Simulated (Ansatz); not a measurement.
C2H8AlB, SMILES `CC[BH][AlH2]`, 12 atoms. Charge 0, multiplicity 1. All runs use 2 threads of an Arm Neoverse V1 on a shared host. Correlated methods freeze the cores.

Task: Give the basis size and wall time and peak host memory of each of these runs in Ansatz. RHF-CCSD(T)/def2-SVP energy; RKS PBE0-D4/def2-SVP energy; RHF-CCSD(T)/def2-TZVPP energy; RKS ωB97M-V/def2-QZVPP energy; RKS PBE0-D4/def2-QZVPP energy; RKS ωB97M-V/def2-SVP energy; direct RPA on PBE orbitals/def2-TZVPP energy; RKS CAM-B3LYP-D4/def2-TZVPP energy; RHF-MP2/def2-QZVPP energy; RKS B97M-V/def2-TZVPP energy; RKS r2SCAN0-D4/def2-TZVPP energy; RKS PBE0-D4/def2-TZVP frequencies. (Estimate.)

Result: Computed: Other jobs shared the machine, so times are rough.

```
                                level          job  functions  wall time  peak host memory (GiB)
                 RKS PBE0-D4/def2-SVP       energy        100      1.5 s                    0.45
                 RHF-CCSD(T)/def2-SVP       energy        100      4.9 s                    0.45
          RKS CAM-B3LYP-D4/def2-TZVPP       energy        247      5.5 s                    0.58
                 RKS ωB97M-V/def2-SVP       energy        100        7 s                    0.45
            RKS r2SCAN0-D4/def2-TZVPP       energy        247      7.5 s                    0.51
direct RPA on PBE orbitals/def2-TZVPP       energy        247      8.5 s                    0.59
               RKS PBE0-D4/def2-QZVPP       energy        481       14 s                     1.4
                RKS B97M-V/def2-TZVPP       energy        247       16 s                    0.36
               RKS ωB97M-V/def2-QZVPP       energy        481       34 s                     1.7
                   RHF-MP2/def2-QZVPP       energy        481       40 s                     2.9
                RKS PBE0-D4/def2-TZVP  frequencies        178    3.8 min                    0.45
               RHF-CCSD(T)/def2-TZVPP       energy        247    9.8 min                       2
```
